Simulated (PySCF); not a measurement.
Species: C₈H₆F₂.
Numbering: `[CH:1]#[C:2][C@@H:3]1[C:4](=[CH2:5])/[C:6](=[CH:7]\[F:8])[C@H:9]1[F:10]`

NICS is the negative of the GIAO shielding at a point without a nucleus: at the ring centre (0) and 1 Å above and below it (1); zz is the component along the ring normal. Level: GIAO PBE0/pcSseg-1 (PySCF, non-relativistic, gas phase) on the GFN2-xTB geometry, one conformer.

Ring bond lengths (Å), with Mayer bond orders in brackets: C3–C4 1.524 (0.98), C4–C6 1.461 (1.00), C6–C9 1.510 (1.01), C9–C3 1.554 (1.00).

Q: Give the NICS values of each ring in ppm.

A: 
| ring | type | NICS(0) | NICS(1), two faces | NICS(1)zz, two faces | rms pucker (Å) | centre to ring atoms, mean (Å) |
| --- | --- | --- | --- | --- | --- | --- |
| C3–C4–C6–C9 | 4-membered carbocycle; formal bonds all single | -0.2 | -1.5 / -3.1 | 2.8 / 0.4 | 0.04 | 1.07 |

Q: What do they say, and how far can they be read as aromaticity?

A: 
- C3–C4–C6–C9: mean NICS(1)zz 1.6 ppm, near zero. C3, C9 have four or more neighbours; no verdict on aromaticity is drawn.

Q: At the second NICS(1) probe listed for ring C3–C4–C6–C9, 1 Å off the ring, how large is the induced field along the normal in 7.05 T applied along it?

A: NICSzz × B0 = 0.4 ppm × 7.05 T = 3 μT, along the applied field.

Q: What are the shieldings of the ring atoms and their hydrogens in the same run (means over atoms taken as equivalent)?

A: 
| atoms | environment | σ isotropic (ppm) | principal values of the symmetric part, first atom (ppm) |
| --- | --- | --- | --- |
| C3 | allylic carbon | 144.8 | 136.1, 139.5, 158.7 |
| C4 | fully substituted alkene carbon | 42.1 | -67.4, 48.2, 145.6 |
| C6 | fully substituted alkene carbon | 57.8 | -33.1, 74.5, 131.9 |
| C9 | sp3 C–F carbon | 92.2 | 61.9, 77.5, 137.3 |
| H on C3 | methine hydrogen | 28.00 | 24.6, 27.9, 31.5 |
| H on C9 | methine hydrogen | 26.15 | 23.7, 26.3, 28.4 |
